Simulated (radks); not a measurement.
Removal energies from the cerium ion Ce7+, [Kr] 4d10 5s2 5p3, by Delta-SCF beside the eigenvalue of the level emptied. All-electron calculation, scalar-relativistic Kohn-Sham, r2SCAN, spin-polarised, spherical densities, finite nucleus; meta-GGA in the generalised Kohn-Sham scheme; Fermi nuclear charge, rms radius of each element as measured or else 0.836 A^(1/3) + 0.57 fm. Program: a radial shooting solver on a logarithmic mesh with Libxc functionals. Open shells are filled with parallel spins first.

\begin{tabular}{lrrr}
removed from & final configuration & Delta-SCF (eV) & -eigenvalue (eV) \\ \hline
5p & [Kr] 4d10 5s2 5p2 & 110.31 & 103.38 \\
5s & [Kr] 4d10 5s1 5p3 & 125.68 & 119.28 \\
4d & [Kr] 4d9 5s2 5p3 & 217.06 & 204.32 \\
4p & [Ar] 3d10 4s2 4p5 4d10 5s2 5p3 & 321.80 & 308.37 \\
\end{tabular}
